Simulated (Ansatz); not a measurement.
`[CH3][AlH][S]C` + `CC[NH][AlH2]` → `[CH3][AlH][NH][AlH2]` + `CCSC`  (formal exchange of groups at the Al–S bond)

Program: Ansatz. Geometries: PBE0-D4/def2-TZVP. ΔE: electronic, gas phase. CBS: MP2 limit from def2 TZ/QZ plus the TZ coupled-cluster correction, frozen cores. DFT in def2-TZVPP. B3LYP here is the variant with VWN-RPA as its local correlation; programs differ in this. One conformer a species, not always the lowest.

`[CH3][AlH][S]C`:

Cartesian coordinates in Å:
```
C 0.930 1.329 -0.607
Al 1.057 0.247 1.013
S -0.354 -1.365 1.390
C -1.451 -1.324 -0.063
H -0.033 1.845 -0.672
H 1.715 2.088 -0.635
H 1.027 0.717 -1.509
H 2.151 0.444 2.141
H -2.472 -1.152 0.273
H -1.400 -2.288 -0.569
H -1.170 -0.540 -0.764
```

`CC[NH][AlH2]`:

```xyz
12

C    -0.040   -1.340   -1.080
C    -0.263   -0.719    0.289
N    -0.452    0.717    0.241
Al    0.554    1.984    0.952
H     0.091   -2.423   -1.004
H     0.848   -0.916   -1.556
H    -0.894   -1.152   -1.736
H    -1.122   -1.206    0.770
H     0.601   -0.929    0.929
H    -1.267    0.968   -0.302
H     0.113    3.488    0.724
H     1.830    1.528    1.774
```

`[CH3][AlH][NH][AlH2]`:

Z-matrix (Å, degrees):
```
C
Al 1 1.947
H 1 1.095 2 110.8
H 1 1.095 2 110.8 3 117.7
H 1 1.092 2 112.9 3 -121.1
N 2 1.792 1 120.3 3 120.9
H 2 1.590 1 122.7 3 -59.0
Al 6 1.782 2 131.1 1 -0.0
H 6 1.014 2 114.3 1 -180.0
H 8 1.584 6 118.0 2 0.1
H 8 1.586 6 119.3 2 -179.9
```

`CCSC`:

Z-matrix (Å, degrees):
```
C
C 1 1.516
H 1 1.092 2 111.5
H 1 1.094 2 110.5 3 119.5
H 1 1.091 2 110.8 3 -120.3
S 2 1.805 1 114.8 3 62.9
H 2 1.094 1 111.2 3 -60.8
H 2 1.093 1 110.6 3 -179.4
C 6 1.797 2 100.6 1 -68.9
H 9 1.092 6 111.0 2 -57.6
H 9 1.090 6 106.8 2 -175.7
H 9 1.091 6 112.1 2 65.7
```

```tsv
level	ΔE (eV)
revPBE-D4	-0.12
BHLYP-D4	-0.18
revPBE	-0.10
B3LYP	-0.16
r2SCAN0	-0.17
MP2/def2-TZVPP	-0.24
CCSD(T)/def2-TZVPP	-0.20
MP2/CBS(def2)	-0.25
```

(1) What does CCSD(T)/CBS give? (Best estimate.)

Largest T1 diagnostic among the species: 0.011.

Results:

(1) The calculation gave: -0.21 eV. The listed levels differ from it by 0.09, 0.03, 0.11, 0.05, 0.04, -0.03, 0.01, -0.04 eV.

In def2-TZVPP, CCSD(T) changes the Hartree–Fock value by −0.05 eV (the triples alone add −0.00 eV) and MP2 by −0.09 eV. Leaving LDA and LC-ωPBE aside and taking each functional with its dispersion term where it has one, the values, not all of them listed here, spread over 0.08 eV, from ωB97M-V to PBE-D4. At CCSD(T), def2-SVP lies +0.14 eV from the extrapolated value and def2-TZVPP +0.01 eV.
